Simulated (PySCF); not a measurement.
BrH₂SbTe₂, SMILES [TeH][Sb]([TeH])[Br]. Atoms are numbered in the order given.

```xyz
6

Sb    -0.6762    -0.3821     0.7076
Br     1.5318    -0.8147     1.9155
Te    -0.2454     2.2192    -0.1391
H     -0.1165     2.7315     1.4426
Te    -0.0982    -1.2990    -1.8408
H     -1.1405    -2.5811    -1.6169
```

Geometry: PBE0-D3(BJ)/def2-SVP. The structure was generated by enumeration; whether it is a known compound was not checked. The def2 effective core potentials stand for the cores of Sb, Te; spin–orbit coupling is left out.

Computed with TDDFT-B3LYP/def2-SVPD run with PySCF 2.14.0.

Vertical excitations. 

### Question
List the lowest excited states. (An estimate is asked for; the answer gives what the named calculation found.)

### Answer

```json
[
 {"state": "S1", "energy (eV)": "3.13", "λ (nm)": "396", "f": "0.007", "main pairs": "HOMO→LUMO 83 %"},
 {"state": "S2", "energy (eV)": "3.30", "λ (nm)": "376", "f": "0.007", "main pairs": "HOMO→LUMO+1 61 %, HOMO−1→LUMO+1 24 %"},
 {"state": "S3", "energy (eV)": "3.42", "λ (nm)": "363", "f": "0.003", "main pairs": "HOMO−1→LUMO 63 %, HOMO−1→LUMO+1 16 %, HOMO→LUMO+1 13 %"},
 {"state": "S4", "energy (eV)": "3.45", "λ (nm)": "359", "f": "0.006", "main pairs": "HOMO−1→LUMO+1 56 %, HOMO−1→LUMO 25 %, HOMO→LUMO+1 10 %"},
 {"state": "S5", "energy (eV)": "3.61", "λ (nm)": "343", "f": "0.010", "main pairs": "HOMO→LUMO+2 82 %"},
 {"state": "S6", "energy (eV)": "3.86", "λ (nm)": "322", "f": "0.016", "main pairs": "HOMO−1→LUMO+2 83 %"},
 {"state": "S7", "energy (eV)": "4.06", "λ (nm)": "305", "f": "0.025", "main pairs": "HOMO−2→LUMO 74 %"},
 {"state": "S8", "energy (eV)": "4.24", "λ (nm)": "292", "f": "0.038", "main pairs": "HOMO−2→LUMO+1 66 %, HOMO−3→LUMO 17 %"},
 {"state": "S9", "energy (eV)": "4.37", "λ (nm)": "284", "f": "0.013", "main pairs": "HOMO→LUMO+3 83 %"},
 {"state": "S10", "energy (eV)": "4.41", "λ (nm)": "281", "f": "0.012", "main pairs": "HOMO−3→LUMO 49 %, HOMO−2→LUMO+2 27 %, HOMO→LUMO+3 8 %"},
 {"state": "T1", "energy (eV)": "2.75", "λ (nm)": "450", "f": "0", "main pairs": "HOMO→LUMO 75 %"},
 {"state": "T2", "energy (eV)": "2.93", "λ (nm)": "424", "f": "0", "main pairs": "HOMO−1→LUMO+1 40 %, HOMO→LUMO+1 37 %, HOMO−1→LUMO 13 %, HOMO→LUMO 6 %"},
 {"state": "T3", "energy (eV)": "3.14", "λ (nm)": "394", "f": "0", "main pairs": "HOMO→LUMO+1 35 %, HOMO−1→LUMO+1 28 %, HOMO→LUMO+2 11 %, HOMO−1→LUMO 10 %"},
 {"state": "T4", "energy (eV)": "3.27", "λ (nm)": "380", "f": "0", "main pairs": "HOMO−1→LUMO 64 %, HOMO−1→LUMO+1 12 %"}
]
```
Triplets are in the Tamm–Dancoff approximation, which puts them higher than full response would, so one can lie above its singlet here.
